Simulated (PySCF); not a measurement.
Compound: B₂F₂H₄Pb.
Atom-mapped SMILES: `[BH2:1][PbH2:2][B:3]([F:4])[F:5]` (hydrogens: H6, H7 on B1; H8, H9 on Pb2)

Computed by this run: PySCF 2.14.0, PBE0-D3(BJ)/def2-SVP geometry optimisation, gas phase, def2 core potentials past Kr; density fitting, grid level 1; the optimiser is geomeTRIC in internal coordinates, started from a GFN2-xTB structure with every atom displaced at random (about 0.01 Å).

Step 0: E = -12087.6401 eV
```
atom  x, y, z in Å  |  force x, y, z in eV/Å
B1      1.9244   -0.0766    0.8412   -0.915   0.472  -1.293
Pb2     0.1562   -0.4250   -0.5899   -0.379   0.531   0.272
B3     -1.9270    0.6189   -0.0533    1.194  -0.417   0.944
F4     -2.7295    1.1122   -0.9232   -0.794   0.419  -1.610
F5     -2.3386    0.7787    1.1842    0.245  -0.254   0.614
H6      1.9336   -0.5971    1.8578    0.048  -0.895   1.528
H7      2.7608    0.6920    0.5555    0.673   0.511  -0.290
H8      0.5198   -0.0068   -2.2528    0.033   0.105  -0.173
H9     -0.2418   -2.1134   -0.6533   -0.104  -0.473   0.008
```

Q: Estimate the geometry and energy of step 1. (The exact step hangs on the optimiser's Hessian estimate; all steps are aligned on step 0, rigid shifts and turns removed.)

A: E = -12087.8047 eV, largest force 0.454 eV/Å
```
atom  x, y, z in Å  |  force x, y, z in eV/Å
B1      1.8328   -0.0302    0.8296    0.041  -0.080   0.132
Pb2     0.1396   -0.4493   -0.6324   -0.058  -0.051  -0.027
B3     -1.8230    0.6112   -0.0123   -0.259   0.146  -0.343
F4     -2.6257    1.1139   -0.9399    0.192  -0.135   0.379
F5     -2.2015    0.7331    1.2431   -0.003  -0.005  -0.071
H6      1.8257   -0.5740    1.9101    0.016   0.047  -0.080
H7      2.7086    0.7477    0.5512    0.030   0.031  -0.012
H8      0.4850   -0.0005   -2.3030    0.000   0.009   0.008
H9     -0.2836   -2.1689   -0.6802    0.042   0.037   0.016
```

The energy changes by -0.1646 eV. The first-order estimate −F·Δx gives -0.3823 eV and the mean of the old and new forces, exact on a quadratic surface, -0.1672 eV. The step makes an angle of 70° with the force vector and moves no atom by more than 0.156 Å.

The cost below is that of the whole optimisation. On one thread of an Arm Neoverse V2, shared host with 96 logical CPUs at a one-minute load of 48, this took 41 s of wall time and 0.43 GiB of memory at its peak.
